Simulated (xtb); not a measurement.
H$_{9}$NSi$_{3}$, triplet, geometry from GFN2-xTB (a higher spin typed on purpose: for a closed-shell molecule this is an excited state); GFN2-xTB (xtb).

Input for xtb:
```
$ xtb mol.xyz --gfn 2 --uhf 2 --etemp 10000 --json

# file mol.xyz
13

Si     0.29588846     1.70251023     0.48373777
N     -0.00000000     0.00000000     0.00000000
Si    -1.65400544    -0.53010415    -0.45094223
Si     1.35811698    -1.17240608    -0.03279554
H     -1.01382701     2.33135297     0.38956111
H      0.85534829     1.52194590     1.82432035
H      1.30231079     2.10473084    -0.50017945
H     -1.95043645     0.38073295    -1.55785906
H     -1.49893954    -1.94102467    -0.77486335
H     -2.39739895    -0.20205199     0.76664074
H      0.87160691    -2.19407132     0.89578860
H      1.31856941    -1.61128638    -1.42871119
H      2.51276655    -0.39032830     0.38530224
```

What the program printed (banner, timings and long lists left out):

```
   ID    Z sym.   atoms
    1   14 Si     1, 3, 4
    2    7 N      2
    3    1 H      5-13

           -------------------------------------------------
          |                Calculation Setup                |
           -------------------------------------------------

           -------------------------------------------------
          |                 G F N 2 - x T B                 |
           -------------------------------------------------

          ...................................................
          :                      SETUP                      :
          :.................................................:
          :  # basis functions                  43          :
          :  # atomic orbitals                  40          :
          :  # shells                           20          :
          :  # electrons                        26          :
          :  max. iterations                   250          :
          :  Hamiltonian                  GFN2-xTB          :
          :  restarted?                      false          :
          :  GBSA solvation                  false          :
          :  PC potential                    false          :
          :  electronic temp.        10000.0000000     K    :
          :  accuracy                    1.0000000          :
          :  -> integral cutoff          0.2500000E+02      :
          :  -> integral neglect         0.1000000E-07      :
          :  -> SCF convergence          0.1000000E-05 Eh   :
          :  -> wf. convergence          0.1000000E-03 e    :
          :  Broyden damping             0.4000000          :
          :  net charge                          0          :
          :  unpaired electrons                  2          :
          ...................................................

 iter      E             dE          RMSdq      gap      omega  full diag
   1    -12.7161639 -0.127162E+02  0.710E+00    1.06       0.0  T
   2    -12.8299064 -0.113743E+00  0.498E+00    1.01       1.0  T
   3    -12.8310793 -0.117284E-02  0.225E+00    1.06       1.0  T
   4    -12.8282352  0.284405E-02  0.159E+00    1.09       1.0  T
   5    -12.8350962 -0.686092E-02  0.457E-01    1.10       1.0  T
   6    -12.8351993 -0.103107E-03  0.863E-02    1.08       1.0  T
   7    -12.8351831  0.161818E-04  0.701E-02    1.09       1.0  T
   8    -12.8352112 -0.281674E-04  0.221E-02    1.08       1.3  T
   9    -12.8352129 -0.166557E-05  0.135E-02    1.09       2.1  T
[...]
         :: total energy             -12.723052127851 Eh    ::
[...]
    11   1 H        0.918    -0.084     5.049     3.514
    12   1 H        0.918    -0.084     5.049     3.514
    13   1 H        0.920    -0.083     4.998     3.497

 Mol. C6AA /au·bohr⁶  :       3072.532281
 Mol. C8AA /au·bohr⁸  :     120945.335022
 Mol. α(0) /au        :         97.249555

Wiberg/Mayer (AO) data.
largest (>0.10) Wiberg bond orders for each atom

 ---------------------------------------------------------------------------
     #   Z sym  total        # sym  WBO       # sym  WBO       # sym  WBO
 ---------------------------------------------------------------------------
     1  14 Si   3.279 --     2 N    0.837     5 H    0.826     7 H    0.819
                             6 H    0.819
     2   7 N    2.703 --     3 Si   0.837     1 Si   0.837     4 Si   0.837
     3  14 Si   3.279 --     2 N    0.837     9 H    0.826    10 H    0.819
                             8 H    0.819
     4  14 Si   3.279 --     2 N    0.837    13 H    0.826    11 H    0.819
                            12 H    0.819
     5   1 H    0.908 --     1 Si   0.826
     6   1 H    0.898 --     1 Si   0.819
     7   1 H    0.898 --     1 Si   0.819
     8   1 H    0.898 --     3 Si   0.819
     9   1 H    0.908 --     3 Si   0.826
    10   1 H    0.898 --     3 Si   0.819
    11   1 H    0.898 --     4 Si   0.819
    12   1 H    0.898 --     4 Si   0.819
    13   1 H    0.908 --     4 Si   0.826
 ---------------------------------------------------------------------------

Topologies differ in total number of bonds
Writing topology from bond orders to xtbtopo.mol

molecular dipole:
                 x           y           z       tot (Debye)
 q only:        0.000      -0.000       0.000
   full:        0.000      -0.000       0.000       0.000
molecular quadrupole (traceless):
                xx          xy          yy          xz          yz          zz
 q only:        1.127      -0.165       1.038       0.657       0.857      -2.165
  q+dip:       -0.738       0.108      -0.680      -0.430      -0.561       1.417
   full:        0.449      -0.066       0.414       0.262       0.341      -0.862

           -------------------------------------------------
          | TOTAL ENERGY              -12.723052127851 Eh   |
          | GRADIENT NORM               0.024918321914 Eh/α |
          | HOMO-LUMO GAP               1.084725169582 eV   |
           -------------------------------------------------

normal termination of xtb
```
